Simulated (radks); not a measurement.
Br, configuration [Ar] 3d10 4s2 4p5. Method: non-relativistic Kohn-Sham, PBE, spin-unpolarised, spherical densities, point nucleus; computed with a radial shooting solver on a logarithmic mesh with Libxc functionals.

Unscreened Slater integrals over Kohn-Sham orbitals (cm^-1).

integral    value
F0(4p,4p)   94342
F2(4p,4p)   48365
F0(4p,4s)  103540
G1(4p,4s)   67581
F0(4p,3d)  124930
F2(4p,3d)   23698
G1(4p,3d)  7678.6
G3(4p,3d)  7030.9
F0(4p,3p)  125220
F2(4p,3p)   22678
G0(4p,3p)  5370.6
G2(4p,3p)  6220.7
F0(4s,4s)  116060
F0(4s,3d)  149270
G2(4s,3d)   11860
F0(4s,3p)  149750
G1(4s,3p)  9572.8
F0(3d,3d)  342670
F2(3d,3d)  163940
F4(3d,3d)  103110
F0(3d,3p)  343710
F2(3d,3p)  164920
G1(3d,3p)  198730
G3(3d,3p)  123410
F0(3p,3p)  348270
F2(3p,3p)  174860

Derived for the open shells (J is the average intra-shell exchange parameter used in DFT+U). 4p: J = F2/5 = 9673 cm^-1.
